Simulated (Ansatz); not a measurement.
Gas-phase electronic energies from Ansatz, PBE0-D4/def2-TZVP geometries. CBS: MP2 limit from def2 TZ/QZ plus the TZ coupled-cluster correction, frozen cores. This one scheme is used for every species. DFT in def2-TZVPP. B3LYP here is the variant with VWN-RPA as its local correlation; programs differ in this. For Ge outer-core shells are correlated without core-valence functions, which leaves a few kJ/mol of doubt a bond. Scalar relativity is left out up to krypton. One conformer a species, not always the lowest.

Consider the ligand exchange at a Ge–Cl bond: `[SH][Ge]([Cl])([Cl])[Cl]` + H₂S → `[SH][Ge]([SH])([Cl])[Cl]` + HCl.

`[SH][Ge]([Cl])([Cl])[Cl]`:

```xyz
6

S    -0.523    1.716    0.392
Ge    0.185   -0.237   -0.296
Cl    1.006    0.043   -2.233
Cl    1.678   -1.055    0.982
Cl   -1.383   -1.674   -0.403
H    -0.963    1.206    1.557
```

H₂S:

Cartesian coordinates in Å:
```
S 0.589 -0.191 0.006
H -0.054 0.858 0.541
H -0.536 -0.667 -0.548
```

`[SH][Ge]([SH])([Cl])[Cl]`:

Z-matrix (Å, degrees):
```
Ge
S 1 2.194
Cl 1 2.143 2 109.0
S 1 2.194 2 107.3 3 123.0
Cl 1 2.143 2 113.2 3 -116.6
H 2 1.344 1 92.6 3 29.8
H 4 1.344 1 92.6 2 152.7
```

HCl:

Cartesian coordinates in Å:
```
Cl -0.083 -0.539 -0.334
H 0.083 0.539 0.334
```

CCSD(T)/CBS gives +0.17 eV.

Task: Another level gave +0.19 eV. Which?
A. HF/def2-TZVPP
B. BHLYP/def2-TZVPP
C. PBE-D4/def2-TZVPP
D. B3LYP-D4/def2-TZVPP

Result: D. B3LYP-D4 0.19, HF/def2-TZVPP 0.31, PBE-D4 0.15, BHLYP 0.25 eV.

Largest T1 diagnostic among the species: 0.010.

In def2-TZVPP, CCSD(T) changes the Hartree–Fock value by −0.13 eV (the triples alone add −0.02 eV) and MP2 by −0.14 eV. From BLYP to BHLYP (50 % exact exchange), in def2-TZVPP and without D4, ΔE moves by +0.04 eV. At CCSD(T), def2-SVP lies +0.05 eV from the extrapolated value and def2-TZVPP +0.02 eV.
